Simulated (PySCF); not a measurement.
# What a mistake does to a calculation on BH2O2Si

Calculated results; nothing here was measured. The program is PySCF 2.14.0, an open-source quantum chemistry code, run on an isolated molecule that a program drew, which may never have been made. The molecule is BH2O2Si (charge 0, doublet), drawn as the SMILES string `O=B[SiH]O`.

Each row is a Hartree-Fock (HF) and frozen-core CCSD(T) single point in the cc-pV(D+d)Z basis, meant for a local HF minimum. Run 1 is clean. Each other run has one planted mistake out of seven kinds, and not every kind appears here: one electron removed, one electron added, multiplicity raised by two, geometry at a saddle point, minimal basis STO-3G, one bond length entered in bohr, all coordinates scaled. The reference is restricted for singlets and unrestricted otherwise, and also for a bond in bohr. Adding or removing an electron swaps singlet and doublet. Electrons count all cores. HOMO and LUMO are orbital energies over both spins, the gradient is its largest component, and the lowest frequency (negative if imaginary) is given only where the gradient is small. Bond lengths are over the 5 bonds as drawn. T1 is the CCSD diagnostic: over 0.02 (restricted) or 0.045 (unrestricted) a single reference is doubtful.

Geometry of the clean run:
```xyz
6
BH2O2Si, angstrom
O    -1.2504    1.5626    0.8886
B    -1.0633    0.4835    0.4318
Si   -0.8552   -1.3361   -0.3978
O    -0.2384   -2.3197    0.7704
H     0.0142   -1.2529   -1.5932
H    -0.0113   -3.2143    0.5626
```

| run | electrons | basis functions | <S^2> | HOMO (eV) | LUMO (eV) | gradient (hartree/bohr) | lowest frequency (cm^-1) | mean bond (Å) | longest bond (Å) | T1 | HF (hartree) | CCSD(T) (hartree) | mistake |
|---|---|---|---|---|---|---|---|---|---|---|---|---|---|
| 1 | 37 | 75 | 0.756 | -9.60 | 0.81 | 1.6e-05 | 161 | 1.4541 | 2.011 | 0.0202 | -464.57295 | -465.13394 | no fault |
| 2 | 37 | 26 | 0.754 | -6.31 | 5.53 | 4.1e-02 | - | 1.4541 | 2.011 | 0.0215 | -458.83554 | -459.04952 | minimal basis STO-3G |
| 3 | 37 | 75 | 3.772 | -6.23 | -3.50 | 4.6e-02 | - | 1.4541 | 2.011 | 0.0580 | -464.31555 | -464.88013 | ? |
| 4 | 38 | 75 | 0.000 | -0.88 | 8.14 | 6.9e-02 | - | 1.4541 | 2.011 | 0.0172 | -464.57085 | -465.15543 | ? |

**Which mistake was planted in run 3, and what did it cost?**

Electrons, basis and geometry are unchanged, and <S^2> is 3.772, beside S(S+1) = 3.75 for a multiplicity of 4. So the mistake is: multiplicity raised by two. Subtracting run 1 and multiplying by 627.51 kcal/mol a hartree, the energy moved by 161.5 kcal/mol in HF and 159.3 kcal/mol in CCSD(T).

**Which mistake was planted in run 4, and what did it cost?**

It counts 38 electrons, one more than the clean run, at the same geometry and basis. So the mistake is: one electron added. Subtracting run 1 and multiplying by 627.51 kcal/mol a hartree, the energy moved by 1.3 kcal/mol in HF and -13.5 kcal/mol in CCSD(T).

Cautions from the logs. Run 3: T1 is over the limit, so its CCSD(T) energy is less reliable.
